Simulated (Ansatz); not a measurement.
Mo2N6H12⁺, that is Mo2(NH2)6 with one electron fewer. Total charge 1; doublet. Geometry PBE-D4/def2-SVP, that of the neutral singlet; atoms count from 1.

```
atom   x (Å)   y (Å)   z (Å)
 Mo1   0.358  -0.816   0.651
  N2   0.980   0.188   2.218
  N3   1.749  -1.622  -0.473
  N4  -1.284  -1.865   0.888
 Mo5  -0.358   0.816  -0.651
  N6   0.656   2.341   0.054
  N7  -2.282   0.798  -0.266
  N8   0.181   0.159  -2.420
  H9   1.415  -0.270   3.028
 H10   0.844   1.186   2.413
 H11   2.282  -2.450  -0.181
 H12   2.128  -1.257  -1.354
 H13  -1.320  -2.703   1.481
 H14  -2.175  -1.749   0.393
 H15   1.422   2.319   0.736
 H16   0.541   3.294  -0.311
 H17  -2.766   0.270   0.467
 H18  -2.942   1.428  -0.738
 H19   0.546  -0.770  -2.656
 H20   0.026   0.702  -3.278
```

In the def2 sets Mo takes a core potential; there is no spin–orbit coupling.

**Question.** Estimate the Mulliken populations from the PBE0/def2-TZVP orbitals of Ansatz.

**Answer.** 
| atom | charge (e) | spin (α − β) | d electrons |
| --- | --- | --- | --- |
| Mo1 | 1.16 | 0.53 | 4.08 |
| N2 | -0.79 | -0.04 | – |
| N3 | -0.77 | -0.03 | – |
| N4 | -0.75 | 0.00 | – |
| Mo5 | 1.16 | 0.53 | 4.08 |
| N6 | -0.78 | -0.03 | – |
| N7 | -0.75 | 0.00 | – |
| N8 | -0.79 | -0.03 | – |
| H9 | 0.28 | 0.01 | – |
| H10 | 0.27 | 0.01 | – |
| H11 | 0.28 | 0.00 | – |
| H12 | 0.27 | 0.01 | – |
| H13 | 0.28 | 0.00 | – |
| H14 | 0.27 | 0.00 | – |
| H15 | 0.27 | 0.01 | – |
| H16 | 0.28 | 0.00 | – |
| H17 | 0.27 | 0.00 | – |
| H18 | 0.28 | 0.00 | – |
| H19 | 0.27 | 0.01 | – |
| H20 | 0.28 | 0.01 | – |
Mulliken values depend strongly on the basis.

**Question.** Where does the spin sit?

**Answer.** Summed by element: Mo 1.07, N -0.13, H 0.06, of 1 unpaired in all. Largest on single atoms: Mo1 0.53, Mo5 0.53, N2 -0.04.

**Question.** And the Mayer bond orders between heavy atoms (over 0.3)?

**Answer.** Mo1–N2 1.11 (1.96 Å); Mo1–N3 1.12 (1.96 Å); Mo1–N4 1.14 (1.96 Å); Mo1–Mo5 2.32 (2.21 Å); Mo5–N6 1.12 (1.96 Å); Mo5–N7 1.14 (1.96 Å); Mo5–N8 1.11 (1.96 Å).
